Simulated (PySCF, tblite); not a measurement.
Species: C7H9FO.
SMILES with atom numbers: `[CH:1]#[C:2][C@@H:3]1[CH2:4][CH2:5][C@@:6]1([F:7])[O:8][CH3:9]` (hydrogens: H10 on C1; H11 on C3; H12, H13 on C4; H14, H15 on C5; H16, H17, H18 on C9)

Computed with GFN2-xTB (tblite), gas phase: nudged elastic band of 9 images (0 to 8), spring 0.2 eV/Å², climbing image at the end, force threshold 0.05 eV/Å. No saddle search or frequency run followed, so the top image need not be a first-order saddle, and its height can exceed the method's true barrier by a kcal/mol or more.

Path: rotation about C6–O8 (sp3 C–F carbon, ether oxygen), followed by the dihedral C5–C6–O8–C9.

Image 0 (start, dihedral 174°):
```
atom  x, y, z in Å
C1     -1.810    2.227   -0.819
C2     -1.286    1.152   -0.753
C3     -0.639   -0.126   -0.618
C4     -1.453   -1.271    0.029
C5     -0.291   -1.559    0.994
C6      0.406   -0.275    0.530
F7      0.278    0.739    1.471
O8      1.727   -0.420    0.199
C9      2.332    0.735   -0.362
H10    -2.276    3.163   -0.894
H11    -0.188   -0.427   -1.567
H12    -2.344   -0.905    0.535
H13    -1.723   -2.082   -0.642
H14    -0.535   -1.569    2.053
H15     0.297   -2.437    0.740
H16     3.357    0.452   -0.589
H17     1.817    1.044   -1.277
H18     2.323    1.563    0.351
```

Image 8 (end, +0.023 eV, dihedral -69°):
```
atom  x, y, z in Å
C1     -2.586    1.947   -1.125
C2     -1.831    1.026   -1.006
C3     -0.934   -0.084   -0.814
C4     -1.366   -1.165    0.205
C5     -0.003   -1.058    0.907
C6      0.333    0.173    0.041
F7      0.252    1.337    0.794
O8      1.492    0.190   -0.693
C9      2.686    0.261    0.070
H10    -3.243    2.755   -1.249
H11    -0.634   -0.497   -1.779
H12    -2.192   -0.832    0.830
H13    -1.603   -2.135   -0.225
H14    -0.032   -0.859    1.976
H15     0.662   -1.893    0.702
H16     3.498    0.275   -0.652
H17     2.708    1.174    0.671
H18     2.786   -0.608    0.728
```

Problem. What do the inner images look like?

Solution. 
Image 1: +0.017 eV, dihedral -175°
```
atom  x, y, z in Å
C1     -1.864    2.200   -0.887
C2     -1.335    1.129   -0.797
C3     -0.692   -0.149   -0.649
C4     -1.483   -1.270    0.070
C5     -0.274   -1.547    0.976
C6      0.402   -0.272    0.459
F7      0.307    0.758    1.380
O8      1.711   -0.434    0.081
C9      2.391    0.753   -0.295
H10    -2.322    3.139   -0.983
H11    -0.285   -0.481   -1.607
H12    -2.338   -0.882    0.618
H13    -1.798   -2.097   -0.560
H14    -0.460   -1.543    2.046
H15     0.299   -2.429    0.703
H16     3.369    0.434   -0.648
H17     1.859    1.284   -1.090
H18     2.504    1.415    0.567
```

Image 2: +0.063 eV, dihedral -161°
```
atom  x, y, z in Å
C1     -1.945    2.170   -0.937
C2     -1.408    1.104   -0.843
C3     -0.754   -0.169   -0.687
C4     -1.506   -1.266    0.107
C5     -0.251   -1.515    0.956
C6      0.394   -0.253    0.371
F7      0.335    0.798    1.263
O8      1.688   -0.428   -0.070
C9      2.465    0.747   -0.223
H10    -2.411    3.104   -1.038
H11    -0.394   -0.530   -1.653
H12    -2.331   -0.860    0.687
H13    -1.853   -2.113   -0.479
H14    -0.380   -1.481    2.035
H15     0.309   -2.403    0.678
H16     3.403    0.423   -0.668
H17     1.973    1.477   -0.871
H18     2.657    1.203    0.752
```

Image 3: +0.115 eV, dihedral -145°
```
atom  x, y, z in Å
C1     -2.042    2.139   -0.979
C2     -1.489    1.082   -0.883
C3     -0.815   -0.179   -0.721
C4     -1.516   -1.259    0.140
C5     -0.220   -1.469    0.938
C6      0.381   -0.215    0.284
F7      0.352    0.858    1.144
O8      1.652   -0.385   -0.239
C9      2.537    0.717   -0.150
H10    -2.523    3.065   -1.084
H11    -0.493   -0.564   -1.691
H12    -2.318   -0.844    0.745
H13    -1.879   -2.127   -0.403
H14    -0.300   -1.407    2.020
H15     0.337   -2.358    0.656
H16     3.440    0.406   -0.670
H17     2.119    1.609   -0.623
H18     2.769    0.938    0.895
```

Image 4 (top): +0.141 eV, dihedral -127°
```
atom  x, y, z in Å
C1     -2.147    2.107   -1.014
C2     -1.570    1.062   -0.917
C3     -0.868   -0.182   -0.750
C4     -1.510   -1.249    0.170
C5     -0.179   -1.409    0.920
C6      0.367   -0.160    0.202
F7      0.351    0.934    1.032
O8      1.604   -0.291   -0.414
C9      2.596    0.662   -0.081
H10    -2.648    3.022   -1.123
H11    -0.574   -0.585   -1.721
H12    -2.297   -0.831    0.794
H13    -1.877   -2.139   -0.334
H14    -0.219   -1.321    2.002
H15     0.381   -2.297    0.639
H16     3.474    0.378   -0.656
H17     2.280    1.672   -0.357
H18     2.826    0.635    0.988
```

Image 5: +0.124 eV, dihedral -109°
```
atom  x, y, z in Å
C1     -2.255    2.073   -1.044
C2     -1.647    1.047   -0.947
C3     -0.907   -0.176   -0.775
C4     -1.487   -1.234    0.193
C5     -0.127   -1.336    0.902
C6      0.354   -0.089    0.129
F7      0.329    1.025    0.937
O8      1.556   -0.160   -0.556
C9      2.636    0.583   -0.020
H10    -2.784    2.971   -1.157
H11    -0.633   -0.592   -1.746
H12    -2.265   -0.821    0.831
H13    -1.846   -2.147   -0.275
H14    -0.138   -1.224    1.983
H15     0.444   -2.219    0.625
H16     3.497    0.338   -0.637
H17     2.430    1.655   -0.082
H18     2.833    0.313    1.021
```

Image 6: +0.081 eV, dihedral -93°
```
atom  x, y, z in Å
C1     -2.368    2.036   -1.072
C2     -1.718    1.035   -0.973
C3     -0.932   -0.158   -0.798
C4     -1.450   -1.212    0.209
C5     -0.070   -1.251    0.885
C6      0.345   -0.006    0.069
F7      0.295    1.128    0.856
O8      1.523   -0.026   -0.647
C9      2.660    0.484    0.032
H10    -2.932    2.912   -1.188
H11    -0.672   -0.585   -1.768
H12    -2.226   -0.810    0.858
H13    -1.790   -2.147   -0.228
H14    -0.061   -1.115    1.964
H15     0.520   -2.122    0.614
H16     3.510    0.299   -0.621
H17     2.549    1.559    0.196
H18     2.809   -0.014    0.994
```

Image 7: +0.043 eV, dihedral -79°
```
atom  x, y, z in Å
C1     -2.483    1.994   -1.099
C2     -1.783    1.029   -0.994
C3     -0.945   -0.129   -0.816
C4     -1.405   -1.184    0.220
C5     -0.015   -1.155    0.874
C6      0.340    0.084    0.024
F7      0.264    1.237    0.790
O8      1.509    0.096   -0.698
C9      2.668    0.372    0.073
H10    -3.088    2.842   -1.220
H11    -0.690   -0.561   -1.784
H12    -2.186   -0.802    0.874
H13    -1.713   -2.140   -0.194
H14     0.006   -0.997    1.950
H15     0.604   -2.009    0.610
H16     3.516    0.269   -0.600
H17     2.629    1.392    0.464
H18     2.765   -0.330    0.907
```

The largest changes of bonds and angles from start to top: C6–O8 1.369 → 1.388 Å, C6–F7 1.389 → 1.373 Å, C5–C6 1.533 → 1.541 Å, O8–C9 1.420 → 1.415 Å, C3–C6–O8 118.6 → 115.7°, C6–O8–C9 114.9 → 117.2°, F7–C6–O8 109.3 → 110.7°. GFN2-xTB torsional profiles can miss by a kcal/mol or more and can put conformers in the wrong order.

Problem. What do single points at PBE0/pcSseg-1 (PySCF, no dispersion term) give on some images?

Solution. 
```
image  GFN2-xTB E (eV)  DFT E (eV)  HOMO (eV)  LUMO (eV)  dipole (D)
    0            0.000       0.000      -7.50       0.97        1.33
    2            0.063       0.085      -7.31       0.96        0.74
    4            0.141       0.203      -7.20       0.94        0.82
    6            0.081       0.110      -7.44       0.97        1.56
    8            0.023       0.036      -7.58       1.00        2.16
```

Energies count from image 0 at each level. At the GFN2-xTB top the DFT energy is 4.7 kcal/mol against 3.3; the geometries weren't optimised at the DFT level.

The cost below is that of the whole band run. Time: 10 s; peak memory 0.18 GiB. Hardware: one thread, Intel Xeon at 2.50 GHz (x86_64), shared host with 64 logical CPUs at a one-minute load of 54.
